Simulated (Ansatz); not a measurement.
Reaction (ligand exchange at the Si–O bond): `CO[SiH](Cl)O[SiH3]` + `CB(C)N` → `CB(C)N[SiH3]` + `CO[SiH](O)Cl`

Computed with Ansatz on PBE0-D4/def2-TZVP structures; ΔE is electronic, products minus reactants. CCSD(T)/CBS is the MP2 limit (def2-TZVPP, def2-QZVPP) plus CCSD(T) − MP2 in def2-TZVPP, frozen cores. DFT in def2-TZVPP. B3LYP here is the variant with VWN-RPA as its local correlation; programs differ in this. Each species was taken in one conformer, which may not be the lowest.

| level | ΔE (kcal/mol) | difference from CCSD(T)/CBS |
| --- | --- | --- |
| PBE-D4 | 13.8 | -1.7 |
| r2SCAN-D4 | 15.3 | -0.2 |
| PBE0-D4 | 14.5 | -1.0 |
| B3LYP-D4 | 16.3 | 0.8 |
| ωB97X-V | 15.5 | 0.0 |
| ωB97M-V | 15.2 | -0.3 |
| B2PLYP | 16.3 | 0.8 |
| PBE | 14.1 | -1.4 |
| r2SCAN | 15.4 | -0.1 |
| PBE0 | 14.7 | -0.8 |
| B3LYP | 16.6 | 1.1 |
| HF/def2-TZVPP | 18.9 | 3.4 |
| MP2/def2-TZVPP | 15.3 | -0.2 |
| SCS-MP2/def2-TZVPP | 16.1 | 0.6 |
| CCSD/def2-TZVPP | 15.9 | 0.4 |
| CCSD(T)/def2-TZVPP | 15.4 | -0.1 |
| HF/def2-QZVPP | 19.2 | 3.7 |
| MP2/def2-QZVPP | 15.5 | 0.0 |
| SCS-MP2/def2-QZVPP | 16.2 | 0.7 |
| HF/CBS(def2) | 19.3 | 3.8 |
| MP2/CBS(def2) | 15.4 | -0.1 |
| CCSD/CBS(def2) | 16.0 | 0.5 |
| CCSD(T)/CBS | 15.5 | 0 |

Largest T1 diagnostic among the species: 0.011.

In def2-TZVPP, CCSD(T) changes the Hartree–Fock value by −3.5 kcal/mol (the triples alone add −0.6 kcal/mol) and MP2 by −3.6 kcal/mol.
